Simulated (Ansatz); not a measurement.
## Counterpoise correction, worked out

The pair of Cu⁺ (SMILES [Cu+], atom 1) and CH2O (SMILES C=O, atoms 2–5), both closed shells, in one local arrangement (a lower one may exist), relaxed at PBE0-D4/def2-TZVP:

```
atom    x (Å)    y (Å)    z (Å)
 Cu1  -0.0058   0.1302  -2.3467
  C2   0.0182  -0.0390   0.6056
  O3  -0.4673   0.1773  -0.4883
  H4  -0.5994   0.1111   1.4999
  H5   1.0546  -0.3797   0.7294
```

Program: Ansatz 0.2.0. Basis: def2-TZVPPD. Cores are frozen in the correlated methods. The 3s and 3p shells of Cu and Zn are frozen; filled d shells are correlated.

CCSD(T) total energies in eV:

| system | geometry | basis functions | energy |
| --- | --- | --- | --- |
| pair | pair | all | -47714.96679 |
| Cu⁺ | as in the pair | all (partner as ghosts) | -44602.00799 |
| CH2O | as in the pair | all (partner as ghosts) | -3111.36331 |
| Cu⁺ | as in the pair | its own | -44601.95759 |
| CH2O | as in the pair | its own | -3111.34882 |
| Cu⁺ | free (PBE0-D4 minimum) | its own | -44601.95759 |
| CH2O | free (PBE0-D4 minimum) | its own | -3111.34810 |

**Question.** Work out the interaction energy with and without the counterpoise correction, the superposition error, and the binding energy from the relaxed fragments.

**Answer.** Without correction: -47714.96679 − (-44601.95759) − (-3111.34882) = -1.66038 eV.
With correction (each fragment in the whole basis): -47714.96679 − (-44602.00799) − (-3111.36331) = -1.59549 eV = -36.79 kcal/mol.
The superposition error is the difference, 0.06489 eV, 4 % of the uncorrected value: each fragment borrows its partner's functions.
Deformation from the free shapes: 0.00000 eV for Cu⁺ and -0.00072 eV for CH2O (a small negative value is possible, since the free shapes are minima of another method).
Binding energy from relaxed fragments: -1.59549 + 0.00000 + (-0.00072) = -1.59621 eV = -36.81 kcal/mol (electronic, without zero-point energy; negative means bound). For comparison, the corrected interaction energy by CCSD(T) at an estimated basis limit (MP2 extrapolated from triple and quadruple zeta, plus CCSD(T) − MP2 in triple zeta) is -1.741 eV; triple zeta with the correction binds less.

The T1 diagnostic stays at or below 0.023.

For scale, one of the runs: CCSD(T)/def2-TZVPPD, 178 basis functions, launched by `ansatz run in.yaml --threads 4 --pin off --events-out ev --progress --plain --max-ram 9574MiB`. Hardware: 4 CPU threads of an Arm Neoverse V2, shared host. Wall time 10 s; peak host memory 1.2 GiB.
